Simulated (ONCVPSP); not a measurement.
**nitrogen (N), ONCV: configuration errors across variants**

```json
{
 "Element": "nitrogen (N)",
 "Generator": "ONCVPSP 4.0.1",
 "Type": "optimised norm-conserving Vanderbilt (ONCV)",
 "Functional": "LDA (Perdew-Wang 92)",
 "Relativity": "scalar-relativistic",
 "Frozen core": "[He]",
 "Valence charge": "5",
 "Reference configuration": "2s2 2p3",
 "Partial waves": "2s: rc 0.70 bohr, ncon 3, nbas 8, qcut 9.4 1/bohr, local; 2p: rc 2.45 bohr, ncon 4, nbas 9, qcut 5.3 1/bohr, 1 projector; d scattering state at 0.15 Ha: rc 2.65 bohr, ncon 4, nbas 9, qcut 3.5 1/bohr, 2 projectors, debl 2.5 Ha",
 "Local potential": "the s channel",
 "Core correction": "Teter function, fcfact 2.25, rcfact 1.45"
}
```

All-electron excitation energies from the reference (eV): (1) 2s2 2p2 13.731; (2) 2s2 2p1 42.703; (3) 2s2 2p0 89.873; (4) 2s2 2p2.5 5.166.

2 further variants failed, have other tests or another functional or relativity, and are left out.

A true bound ghost makes a file unfit for plane-wave use even where its test errors are small: the radial tests pick states by their node count and pass the ghost by.

Errors AE − PS in meV (a dash: test not solved or not reliable):

| change | (1) | (2) | (3) | (4) | bound ghosts | GHOST(+) flags above zero |
| --- | --- | --- | --- | --- | --- | --- |
| base | +144 | +1129 | +4109 | +22 | d | none |
| core correction Teter function, fcfact 2.25, rcfact 1.3 | +144 | +1132 | +4109 | +22 | d | none |
| p: qcut 7 | +85 | +718 | +2748 | +13 | d | none |
| s: rc 0.96 | +144 | +1129 | +4109 | +22 | d | none |
| p: rc 2.02 | +83 | +713 | +2776 | +12 | d | none |
| core correction Teter function, fcfact 3.8, rcfact 1.45 | +143 | +1127 | +4109 | +22 | d | none |
| s: qcut 14.4 | +144 | +1132 | +4109 | +23 | d | none |
| core correction none | +144 | +1132 | +4136 | +23 | d | none |

**Question.** Give the same row for: p: ncon 3, nbas 8.

**Answer.** +162, +1246, +4463, +26; bound ghosts: d; GHOST(+) flags above zero: none.
